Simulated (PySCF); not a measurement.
# NMR data sheet: C$_{4}$H$_{10}$NOPSi$_{2}$

| Quantity | Value |
| --- | --- |
| Formula | C4H10NOPSi2 |
| SMILES | O=P1(N([SiH3])[SiH3])C=CC=C1 |
| Point group of the computed structure | C1 |
| Carbon signals | 2 |
| Proton signals | 3 |

Bonds (- single, = double, # triple, : aromatic): O1=P2, P2-N3, N3-Si4, N3-Si5, P2-C6, C6=C7, C7-C8, C8=C9, C9-P2. Si4 carries H10, H11, H12; Si5 carries H13, H14, H15; C6 carries H16; C7 carries H17; C8 carries H18; C9 carries H19.

All values are calculated (PySCF 2.14): shieldings: GIAO PBE0/pcSseg-1, geometry: GFN2-xTB. Equivalent nuclei averaged, isolated molecule, no relativistic terms, single conformer.

Shifts are taken against calculated references (same method and geometry level): ¹H (σ = 31.72 ppm) and ¹³C (σ = 186.93 ppm) and ²⁹Si (σ = 349.16 ppm) vs TMS; H3PO4 for ³¹P (σ = 318.38 ppm); ¹⁵N (σ = 267.73 ppm) against NH3; ¹⁷O (σ = 336.08 ppm) against H2O.

```tsv
carbon	δC, type	δH (multiplicity)	HMBC from (2–3 bonds)	span of the C tensor (ppm)
C6/C9	136.4, CH	6.03 (m)	H17/H18, H16/H19	210
C7/C8	146.6, CH	6.90 (m)	H17/H18, H16/H19	234
```

Other nuclei:
```
                  atoms  nucleus                                           environment  δ (ppm)  σ (ppm)
H10/H11/H12/H13/H14/H15       ¹H                     hydrogen on a silicon bonded to N     4.75    26.97
                     P2      ³¹P  phosphorus bonded to 2 C, N, O, in a 5-membered ring     28.0    290.3
                Si4/Si5     ²⁹Si                              silicon bonded to N, 3 H    -53.1    402.3
                     N3      ¹⁵N                            nitrogen bonded to P, 2 Si     21.9    245.8
                     O1      ¹⁷O                                            P=O oxygen     87.4    248.7
```

- δC 146.6, 136.4: alkene CH; as expected for a trigonal carbon in a double bond.
- δH 6.90, 6.03: hydrogen on an alkene CH; a vinylic proton, deshielded by the sp2 carbon and the C=C anisotropy.
- δH 4.75: hydrogen on a silicon bonded to N.

Splittings by ³¹P in the carbon and heteronuclear signals aren't shown, as no couplings were computed. Shifts are as computed. Against solution values, carbons near 30 ppm lie about +3 ppm off and those near 130 ppm about +5 ppm. Of 1211 compounds with measured shifts, 218 miss one by over three times the rms of a fit or turn the order of signals round; such compounds aren't used in these exercises. Experimental scales use liquid or dissolved standards, which lie at an offset from isolated NH3 (liquid NH3: subtract about 20 ppm) and H2O (liquid H2O: subtract about 36 ppm) and H3PO4. Multiplicities follow the n + 1 count of equivalent neighbours, as no J values were calculated; m marks all less simple cases, F and P coupling included.
